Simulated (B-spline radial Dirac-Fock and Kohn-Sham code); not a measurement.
**Two-hole binding energies of Hf³⁺**

System: hafnium as Hf³⁺, 1s2 2s2 2p6 3s2 3p6 3d10 4s2 4p6 4d10 4f14 5s2 5p6 5d1, inside a Watson sphere of charge -3 and radius 1.8 Å (a model of the Madelung potential; inside it an electron's potential energy is raised by 24.0 eV).

Input file task.json (cfg lists n, l and occupation; rrms is the nuclear radius in fm):

```json
{"items": [{
  "Z": 72,
  "q": 3,
  "cfg": [[1, 0, 2], [2, 0, 2], [2, 1, 6], [3, 0, 2], [3, 1, 6], [3, 2, 10], [4, 0, 2], [4, 1, 6], [4, 2, 10], [4, 3, 14], [5, 0, 2], [5, 1, 6], [5, 2, 1]],
  "A": 180,
  "rrms": 5.347,
  "watson": [-3, 1.8],
  "do": ["binding", "quiet", "double"]
}]}
```

Launch: `python xray_run.py task.json out`

Method: Dirac-Fock ΔSCF + Breit + QED. Computed with a radial finite-basis atomic code. U is the two-hole binding energy less the two single-hole energies, the effective repulsion of the holes after relaxation. Each two-hole energy is an average over J within one jj subconfiguration.

```
          holes  E(a) (eV)  E(b) (eV)  E(ab) (eV)  U (eV)
        2p1/2⁻²    10751.3    10751.3     21774.3   271.7
   2s⁻¹ 2p3/2⁻¹    11290.7     9572.9     21050.4   186.8
        2p3/2⁻²     9572.9     9572.9     19369.2   223.4
   2s⁻¹ 3p3/2⁻¹    11290.7     2125.0     13496.0    80.3
2p1/2⁻¹ 3p3/2⁻¹    10751.3     2125.0     12961.0    84.7
2p1/2⁻¹ 3d3/2⁻¹    10751.3     1728.9     12570.2    90.0
2p1/2⁻¹ 3d5/2⁻¹    10751.3     1674.3           ?       ?
2p3/2⁻¹ 3p1/2⁻¹     9572.9     2380.9     12043.2    89.4
2p3/2⁻¹ 3d3/2⁻¹     9572.9     1728.9     11395.2    93.4
2p3/2⁻¹ 3d5/2⁻¹     9572.9     1674.3     11334.6    87.4
3p1/2⁻¹ 3p3/2⁻¹     2380.9     2125.0      4562.6    56.7
        4d5/2⁻²      227.5      227.5       481.5    26.4
        4f5/2⁻²      28.08      28.08       79.94    23.8
        4f7/2⁻²      26.43      26.43       76.67    23.8
```

Task: Give the missing two-hole energy and U.

Result: E(ab) = 12516.9 eV and U = 91.3 eV.
